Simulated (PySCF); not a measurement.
Species: C2H8BP.
SMILES: `C=C[BH2-][PH3+]`

Torsions of this conformer, `[CH2:1]=[CH:2][BH2-:3][PH3+:4]`: C1–C2–B3–P4 -109°.

The closed-shell ground state was solved at several levels (PySCF, density fitting, gas phase, non-relativistic). Isolated species at its GFN2-xTB geometry (one conformer only).

```
              level  basis functions  total energy (Eh)  HOMO (eV)  LUMO (eV)  gap (eV)  dipole (D)
      PBE0/pcSseg-1              115          -446.8777      -7.03      -0.13      6.90        4.02
CAM-B3LYP/def2-SVPD              148          -446.9326      -8.35       0.84      9.19        3.91
```

(1) What might PBE0/def2-SVPD (148 basis functions) give for the same quantities?

(2) Over all these levels, which gives the widest orbital gap and which the narrowest?

(3) How far do the dipole and the HOMO energy spread over the levels?

Results:

(1) Total energy -446.7326 Eh, HOMO -7.07 eV, LUMO -0.20 eV, gap 6.87 eV, dipole 3.79 D.

(2) CAM-B3LYP/def2-SVPD (range-separated hybrid) has the widest, 9.19 eV, and PBE0/def2-SVPD (global hybrid, 25 % exact exchange) the narrowest, 6.87 eV. The two share the basis. From the narrowest to the widest the HOMO moves by -1.28 eV and the LUMO by +1.04 eV.

(3) The dipole runs from 3.79 to 4.02 D (mean 3.91 D) and the HOMO from -8.35 to -7.03 eV.
